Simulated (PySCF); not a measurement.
# Excitation energy of Ba⁺ by level of theory

Ba⁺ [Xe] 6s1 (2S) → Ba⁺ [Xe] 5d1 (2D), as a difference of total energies. All numbers are calculated (PySCF 2.14, a scalar-relativistic core potential, in def2-TZVPPD with the def2 core potential (46 electrons) (6s4p3d1f, 40 functions)). Correlated levels: valence and next inner shell: nothing frozen outside the core potential. The calculations carry no spin-orbit coupling.

| method | excitation energy (eV) | error (eV) |
| --- | --- | --- |
| UHF | 0.819 | +0.155 |
| MP2 (valence and next inner shell) | 0.963 | +0.299 |
| SCS-MP2 (valence and next inner shell) | 0.920 | +0.256 |
| CCSD (valence and next inner shell) | 0.857 | +0.193 |
| CCSD(T) (valence and next inner shell) | 0.868 | +0.204 |

Reference: 0.664 eV (measured; NIST levels, between the centres of gravity of the two terms).

Errors of the correlated levels include the incompleteness of this basis.
